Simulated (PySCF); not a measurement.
Simulation results for AlGeH3N2, BClGeH3N, ClGeH2N

Computed with PySCF 2.14.0. Calculation on a computer-drawn molecule: the log of a Hartree-Fock and frozen-core CCSD(T) single point meant for a local Hartree-Fock minimum, with one planted fault or none, to be diagnosed. Offsets are logged minus clean, where the clean run is the same molecule without the fault. The reference is restricted for singlets and unrestricted otherwise, and also for a bond in bohr or an excited solution. Adding or removing an electron swaps singlet and doublet. The excited solution moves the top pair (singlet) or top alpha electron (doublet) to the lowest empty orbital. Highest occupied and lowest empty are orbital energies over both spins, largest force is the largest gradient component, triples share is (T) over the correlation energy, the T1 limit is 0.02 restricted and 0.045 unrestricted, electrons count all cores, a negative frequency is imaginary (commonest isotopes), and the dipole is about the centre of nuclear charge; on germanium a core potential holds 10 electrons, which the energies leave out, and 3d is frozen in MP2 and coupled-cluster steps.

Common to all runs: meant charge 0; meant multiplicity 1; meant basis cc-pV(D+d)Z; meant basis and core potential on germanium cc-pVDZ-PP ECP10MDF; logged SCF converged yes; logged CC converged yes; logged SCF stable within its kind yes; possible faults no fault, one electron removed, one electron added, multiplicity raised by two, geometry at a saddle point, SCF held on an excited solution, minimal basis STO-3G, one bond length entered in bohr, all coordinates scaled.

(1) 
```xyz
7
formula=AlGeH3N2 logged_electrons=61 logged_basis_functions=89 logged_spin_squared=0.7605 logged_highest_occupied=-13.654 logged_lowest_empty=-5.0469 logged_largest_force=0.066646 logged_T1_diagnostic=0.022837 logged_D1_diagnostic=0.077265 logged_triples_share=0.030828 logged_dipole_magnitude=3.8125 logged_energy_HF=-645.69291 logged_energy_CCSD(T)=-646.16813 planted_fault=one_electron_removed HF_energy_offset_from_clean_run=135.3 CCSD(T)_energy_offset_from_clean_run=173.3
N     -1.8574    -1.2192     1.9503
Al    -1.2048    -0.5231     0.6609
Ge    -0.1619     0.6465    -1.4414
N      1.0939    -0.6197    -1.7512
H     -2.2580    -1.6516     2.7473
H      1.7255    -0.5114    -2.5247
H      1.2789    -1.4658    -1.2479
```

Units: logged_highest_occupied, logged_lowest_empty in eV; logged_largest_force in hartree/bohr; logged_dipole_magnitude in debye; logged_energy_HF, logged_energy_CCSD(T) in hartree; HF_energy_offset_from_clean_run, CCSD(T)_energy_offset_from_clean_run in kcal/mol.

Drawn bonds:
```
atom  other atom  order
   1           2      2
   2           3      1
   3           4      1
   1           5      1
   4           6      1
   4           7      1
```

(2) 
```xyz
7
formula=AlGeH3N2 logged_electrons=62 logged_basis_functions=89 logged_spin_squared=2.0459 logged_highest_occupied=-5.3053 logged_lowest_empty=0.22822 logged_largest_force=0.10109 logged_T1_diagnostic=0.022012 logged_D1_diagnostic=0.072343 logged_triples_share=0.030764 logged_dipole_magnitude=3.7188 logged_energy_HF=-645.86875 logged_energy_CCSD(T)=-646.35289 planted_fault=multiplicity_raised_by_two HF_energy_offset_from_clean_run=24.97 CCSD(T)_energy_offset_from_clean_run=57.33
N     -1.8574    -1.2192     1.9503
Al    -1.2048    -0.5231     0.6609
Ge    -0.1619     0.6465    -1.4414
N      1.0939    -0.6197    -1.7512
H     -2.2580    -1.6516     2.7473
H      1.7255    -0.5114    -2.5247
H      1.2789    -1.4658    -1.2479
```

Units: logged_highest_occupied, logged_lowest_empty in eV; logged_largest_force in hartree/bohr; logged_dipole_magnitude in debye; logged_energy_HF, logged_energy_CCSD(T) in hartree; HF_energy_offset_from_clean_run, CCSD(T)_energy_offset_from_clean_run in kcal/mol.

Drawn bonds:
```
atom  other atom  order
   1           2      2
   2           3      1
   3           4      1
   1           5      1
   4           6      1
   4           7      1
```

(3) 
```xyz
7
formula=BClGeH3N logged_electrons=63 logged_basis_functions=89 logged_spin_squared=0.7558 logged_highest_occupied=-16.23 logged_lowest_empty=-7.2545 logged_largest_force=0.088408 logged_T1_diagnostic=0.019189 logged_D1_diagnostic=0.074385 logged_triples_share=0.02861 logged_dipole_magnitude=2.8018 logged_energy_HF=-833.44412 logged_energy_CCSD(T)=-833.92573 planted_fault=one_electron_removed HF_energy_offset_from_clean_run=176.3 CCSD(T)_energy_offset_from_clean_run=216.6
N     -0.4455    -1.3313    -2.1920
Ge    -0.1291     0.1214    -1.3921
B      1.6967     1.1276    -1.3127
Cl     1.8314     2.6329    -0.4260
H      0.3680    -1.7052    -2.6623
H     -1.2972     0.7624    -0.6528
H      2.6735     0.7144    -1.8557
```

Units: logged_highest_occupied, logged_lowest_empty in eV; logged_largest_force in hartree/bohr; logged_dipole_magnitude in debye; logged_energy_HF, logged_energy_CCSD(T) in hartree; HF_energy_offset_from_clean_run, CCSD(T)_energy_offset_from_clean_run in kcal/mol.

Drawn bonds:
```
atom  other atom  order
   1           2      2
   2           3      1
   3           4      1
   1           5      1
   2           6      1
   3           7      1
```

(4) 
```xyz
5
formula=ClGeH2N logged_electrons=57 logged_basis_functions=70 logged_spin_squared=0.757 logged_highest_occupied=-18.315 logged_lowest_empty=-7.4009 logged_largest_force=0.099002 logged_T1_diagnostic=0.022556 logged_D1_diagnostic=0.10115 logged_triples_share=0.028537 logged_dipole_magnitude=2.3344 logged_energy_HF=-808.17444 logged_energy_CCSD(T)=-808.5652 planted_fault=one_electron_removed HF_energy_offset_from_clean_run=188.8 CCSD(T)_energy_offset_from_clean_run=223.7
N      0.3609     2.5562    -0.0474
Ge     1.6607     1.8189     0.6937
Cl     2.1134    -0.2849     0.7699
H     -0.2782     1.9256    -0.5097
H      2.7474     2.5443     1.4455
```

Units: logged_highest_occupied, logged_lowest_empty in eV; logged_largest_force in hartree/bohr; logged_dipole_magnitude in debye; logged_energy_HF, logged_energy_CCSD(T) in hartree; HF_energy_offset_from_clean_run, CCSD(T)_energy_offset_from_clean_run in kcal/mol.

Drawn bonds:
```
atom  other atom  order
   1           2      2
   2           3      1
   1           4      1
   2           5      1
```
